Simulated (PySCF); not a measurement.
## `C[C@@H]1C[C@@H]([SiH3])[C@@H]1C=O`, C$_{6}$H$_{12}$OSi

Cartesian coordinates in Å; atom numbers follow the order of the lines, from 1:
```xyz
20

C     2.3228    0.4882   -0.1539
C     0.9860    0.0108    0.3852
C     0.3364   -1.2166   -0.2686
C    -1.0137   -0.4793   -0.2636
Si   -2.2373   -1.0302    1.0819
C    -0.2792    0.8466    0.0636
C    -0.1818    1.7155   -1.1419
O    -0.4797    2.8782   -1.1869
H     2.5656    1.4675    0.2536
H     3.1076   -0.2094    0.1325
H     2.3123    0.5620   -1.2382
H     1.0626   -0.1211    1.4670
H     0.7186   -1.4064   -1.2710
H     0.3852   -2.1427    0.3022
H    -1.5073   -0.4597   -1.2381
H    -3.3532   -0.0868    1.1106
H    -2.6896   -2.3813    0.7483
H    -1.5453   -1.0420    2.3723
H    -0.6726    1.4338    0.8959
H     0.1574    1.1834   -2.0537
```

Method: TDDFT BHandHLYP/def2-SVPD circular dichroism and optical rotation, one conformer, gas phase in PySCF 2.14.0. Geometry: GFN2-xTB.

The molecule is flexible and this is one conformer; a measurement averages over conformers.

Stereocentres: C2 R, C4 R, C6 S.

Question: What is the specific rotation at 633, 589.3, 546, 436, 405, 365, 355 nm?

Answer: [α] in deg dm⁻¹ (g/mL)⁻¹:
```
λ (nm)  origin-invariant length gauge  modified velocity gauge  length gauge (centre of mass)  isotropic polarisability (au)
   633                          +63.4                    +61.3                          +64.3                           97.1
 589.3                          +79.1                    +76.8                          +80.2                           97.5
   546                         +101.8                    +99.1                         +103.2                           97.9
   436                         +245.0                   +240.8                         +247.3                           99.6
   405                         +349.0                   +344.1                         +351.8                          100.4
   365                         +632.3                   +626.4                         +636.0                          101.7
   355                         +761.6                   +755.3                         +765.6                          102.2
```

Question: And for the mirror image at 589.3 nm?

Answer: -79.1 deg dm⁻¹ (g/mL)⁻¹ (origin-invariant length gauge): the same size and the opposite sign.

Question: What is the molar rotation [Φ] = [α]·M/100 of the geometry above at 589.3 nm?

Answer: With M = 128.25 g/mol, +101.4 deg cm² dmol⁻¹ (origin-invariant length gauge).

The first excitation lies at 4.43 eV (280 nm) with R = +11.0 × 10⁻⁴⁰ esu² cm² (velocity form).
